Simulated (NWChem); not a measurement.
**Lowest excitation of H2BF**

```xyz
4

B      0.0000     0.0000    -0.6756
H      1.0798     0.0000    -1.2399
H     -1.0798     0.0000    -1.2399
F      0.0000     0.0000     0.6509
```
Charge 0, spin multiplicity 1.

Everything below was run with NWChem. The geometry was optimised at PBE/def2-SVP, a minimum by its harmonic frequencies.

Basis set: def2-SVPD.

| method | lowest vertical singlet excitation energy (eV) | relative cost | difference from EOM-CCSD |
|---|---|---|---|
| TD-LDA (SVWN5) | 5.42 | 1 | -0.91 |
| CIS | 7.03 | under 3 | +0.69 |
| TD-PBE | 5.63 | under 3 | -0.71 |
| EOM-CCSD | 6.33 | under 3 | 0.00 |
| TD-B3LYP | 5.98 | under 3 | -0.36 |

The values span 1.61 eV, from TD-LDA (SVWN5) (lowest) to CIS (highest). Costs are rough ratios of processor time within this set of runs, SCF included, with TD-LDA (SVWN5) as 1.

The correlated methods keep 2 core orbitals frozen. B3LYP has NWChem's definition, with VWN1-RPA local correlation. The structure started from a generated list of species. Coupled-cluster values serve here as a point of comparison, not as the truth.
